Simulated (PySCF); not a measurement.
Be(Cl)(SH) (BeClHS), SMILES [SH][Be][Cl]. Heavy atoms are numbered as in [Be:1]([Cl:2])[SH:3]. Hydrogens are named by the atom that carries them.

Geometry optimised at r2SCAN-D4/def2-TZVP. One conformer was computed; it need not be the lowest.

All values below come from PBE0/def2-TZVPD (PySCF).

ESP charges are fitted to the potential on shells at 1.4 to 2.0 van der Waals radii. Atomic charges (e), one atom of each kind:

```tsv
atom	IAO	ESP fit
Be1	…	0.41
Cl2	…	-0.24
S3 (SH)	…	-0.32
H on S3	…	0.15
```

Question: Complete the blanks. (An estimate is asked for; the answer gives what the named calculation found.)

Answer: 
- Be1, IAO: 1.46
- Cl2, IAO: -0.77
- S3 (SH), IAO: -0.80
- H on S3, IAO: 0.11
